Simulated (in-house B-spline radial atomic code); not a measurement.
Ionising Rh2+ with different functionals

Computed with a radial B-spline atomic code at the basis-set limit: non-relativistic Hamiltonian, point nucleus, spin-polarised at highest spin, spherical fractional occupations for the functionals, and exact exchange of hybrids averaged over the configuration. The ionisation energy is the difference of two self-consistent energies, [Kr] 4d7 → [Kr] 4d6, without Breit or QED terms; ε is the level of the shell that loses the electron (its least bound occupied spin orbital). There is no spin-orbit coupling in this Hamiltonian.

```
   method                    rung  ΔSCF (eV)  -ε(4d) (eV)
     PBE0           global hybrid          ?            ?
    B3LYP           global hybrid      31.36        26.41
    TPSSh           global hybrid          ?            ?
   M06-2X           global hybrid      31.45        29.08
BHandHLYP           global hybrid      30.93        28.36
  r2SCAN0           global hybrid      30.84        26.40
    B97-1           global hybrid      31.33        26.42
    HSE06  range-separated hybrid      31.13        26.19
    wB97X  range-separated hybrid      31.20        29.30
CAM-B3LYP  range-separated hybrid      31.31        28.26
  LC-wPBE  range-separated hybrid      31.18        29.57
```

Task: What does PBE0 give?

Result: ΔSCF 31.14 eV, and -ε(4d) = 26.61 eV.

Task: What does TPSSh give?

Result: ΔSCF 31.07 eV, and -ε(4d) = 25.36 eV.

Task: Among the functionals, which spreads more, the ΔSCF values or the orbital energies?

Result: The orbital energies: ΔSCF values span about 0.61 eV and the orbital energies 4.21 eV; here energy differences depend much less on the functional than eigenvalues do.

Task: How do they compare with the NIST value?

Result: NIST lists 31.060 eV (semi-empirical, ground level to ground level). Errors run from -0.22 to +0.39 eV; TPSSh is closest (+0.01 eV), but part of that can be cancellation, since the calculations leave out relativity, Breit-QED terms, multiplet and fine-structure energies.
